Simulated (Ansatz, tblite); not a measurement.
Isomers of Si₂B₈ (singlet), found by a short tight-binding search and relaxed with PBE-D4/def2-SVP in Ansatz.

The xTB rows come from tblite.

B: The restricted singlet is unstable towards broken spin symmetry in Hartree–Fock (as tested in another run); at PBE-D4/def2-TZVP, r2SCAN-D4/def2-TZVP, PBE0-D4/def2-TZVP this wasn't settled.

Other spin states were run for one of them alone.

A:

| atom | x (Å) | y (Å) | z (Å) |
| --- | --- | --- | --- |
| B1 | -0.5203 | 0.6568 | -1.0418 |
| B2 | -0.5821 | 1.2148 | 1.7965 |
| B3 | 0.3716 | -0.1206 | -2.1079 |
| B4 | 0.2782 | -0.8926 | -0.5717 |
| B5 | 1.3604 | -1.3213 | -1.8349 |
| B6 | 1.7030 | -1.7865 | -0.3464 |
| B7 | -1.1353 | 1.4342 | 0.2333 |
| B8 | -0.1662 | 0.0830 | 0.7307 |
| Si9 | 0.7163 | -1.7190 | 1.3398 |
| Si10 | -2.0257 | 2.4513 | 1.8024 |

B:

| atom | x (Å) | y (Å) | z (Å) |
| --- | --- | --- | --- |
| B1 | 0.679 | -0.144 | 2.353 |
| B2 | -0.202 | 0.052 | -0.817 |
| B3 | -1.463 | -0.135 | 0.296 |
| B4 | 1.662 | 0.152 | -0.336 |
| B5 | -0.317 | 0.177 | -2.426 |
| B6 | 1.784 | 0.030 | 1.257 |
| B7 | 1.137 | 0.238 | -1.847 |
| B8 | 0.141 | -0.059 | 0.830 |
| Si9 | -2.107 | -0.027 | -1.560 |
| Si10 | -1.313 | -0.284 | 2.252 |

**Question.** Estimate their order by electronic energy at PBE0-D4/def2-TZVP, counted from the lowest.

**Answer.** B (0.0) < A (20.9), in kcal/mol.

**Question.** Do the other levels pick the same lowest one?

**Answer.** Not GFN1-xTB. Energies above each level's lowest (kcal/mol):

| level | A | B |
| --- | --- | --- |
| GFN1-xTB | 0.0 | 13.4 |
| GFN2-xTB | 10.3 | 0.0 |
| PBE-D4/def2-TZVP | 22.7 | 0.0 |
| r2SCAN-D4/def2-TZVP | 22.9 | 0.0 |
| PBE0-D4/def2-TZVP | 20.9 | 0.0 |
Point groups (tolerance 0.1 Å): A not assigned, B C2v. Lower isomers may exist.
